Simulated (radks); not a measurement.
Results of a calculation; reference values are marked as such.
Problem. Radial electron density D(r) = 4 pi r^2 rho(r) of an atom or ion with 63 electrons. Level of theory: Dirac Kohn-Sham, LDA (Slater exchange, Perdew-Wang correlation), spin-unpolarised, spherical densities, point nucleus (a radial shooting solver on a logarithmic mesh with Libxc functionals).

```
   r/bohr * D(r) (the largest magnitude, 120, reaches the edge; | marks zero)
0.0008699 | *
 0.001013 | *
 0.001179 |  *
 0.001384 |   *
 0.001611 |    *
 0.001875 |     *
 0.002183 |       *
 0.002541 |         *
 0.002958 |           *
 0.003444 |              *
 0.004042 |                 *
 0.004705 |                    *
 0.005477 |                        *
 0.006377 |                            *
 0.007423 |                                *
 0.008642 |                                   *
  0.01006 |                                      *
  0.01181 |                                         *
  0.01374 |                                          *
    0.016 |                                         *
  0.01863 |                                        *
  0.02169 |                                      *
  0.02525 |                                     *
  0.02939 |                                     *
  0.03449 |                                       *
  0.04015 |                                           *
  0.04674 |                                                *
  0.05441 |                                                    *
  0.06335 |                                                      *
  0.07375 |                                                    *
  0.08585 |                                                *
   0.1007 |                                           *
   0.1173 |                                         *
   0.1365 |                                           *
    0.159 |                                               *
   0.1851 |                                                *
   0.2154 |                                           *
   0.2508 |                                  *
   0.2943 |                        *
   0.3426 |                     *
   0.3989 |                       *
   0.4643 |                         *
   0.5406 |                        *
   0.6293 |                   *
   0.7326 |             *
   0.8597 |         *
    1.001 |      *
    1.165 |     *
    1.356 |   *
    1.579 |  *
    1.838 | *
     2.14 |*
    2.511 *
    2.924 *
    3.404 *
    3.963 *
    4.613 *
     5.37 *
    6.252 *
    7.337 *
    8.541 *
```

What is the nuclear charge?

Solution. Z = 67. The innermost maximum, from 1s, lies near gamma/Z bohr with gamma = sqrt(1 - (Z/c)^2) = 0.872, here 0.013 bohr (found: 0.0144), and its height grows with Z. The density is that of the holmium ion Ho4+ in [Xe] 4f8.75 5f0.25; the configuration itself is not fixed sharply by these data, and Z only to a few units. D(r) has 4 maxima, at r = 0.0144, 0.0639, 0.178, 0.483 bohr, and minima at 0.0278, 0.116, 0.345 bohr, inside which lie 2.02, 11.16, 29.53 electrons.
